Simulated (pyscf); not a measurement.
Optimised with ωB97X-D3(BJ)/def2-SVP in PySCF. MP2 and CC: frozen core, UHF for open shells. ΔMP2 is the change of the MP2 total energy from the triple- to the quadruple-zeta basis.

SMILES: P[PH][InH2]
```xyz
8

P     -1.2100    -0.6757     0.2209
P      0.7744    -0.3924    -0.7410
In     0.1806     1.8460    -1.6303
H     -1.9187    -0.7746    -1.0098
H     -1.1316    -2.0893     0.3882
H      1.4101     0.1675     0.4058
H      1.3537     3.1083    -1.5968
H     -1.3938     2.0281    -2.3141
```

**Question.** What is the homolytic dissociation enthalpy (298 K, CCSD(T)/def2-TZVPP + ΔMP2(QZVPP)) of the In–P bond of H₂P–PH–InH₂, to •HP–PH₂ + InH₂•?

**Answer.** In–P to •HP–PH₂ + InH₂•: 243.8 kJ/mol. The radicals are drawn with the spin at the cut bond; how far it spreads was not checked. H₂P–PH–InH₂ lies 51.2 kJ/mol over its isomer H₂P–InH–PH₂, and others may lie lower still (electronic energy, ωB97M-D3(BJ)). Other isomers of •HP–PH₂ were not searched in full and may lie lower. The CCSD(T) − MP2 part came from Ansatz, without density fitting, on the same reference. The frozen core leaves the outer d or s,p core shells of the metals and heavy elements correlated in the MP2 and CC values, and def2-TZVPP describes them poorly, which can shift differences by a few kcal/mol. Elements past Kr carry the def2 core potentials, without spin-orbit coupling.
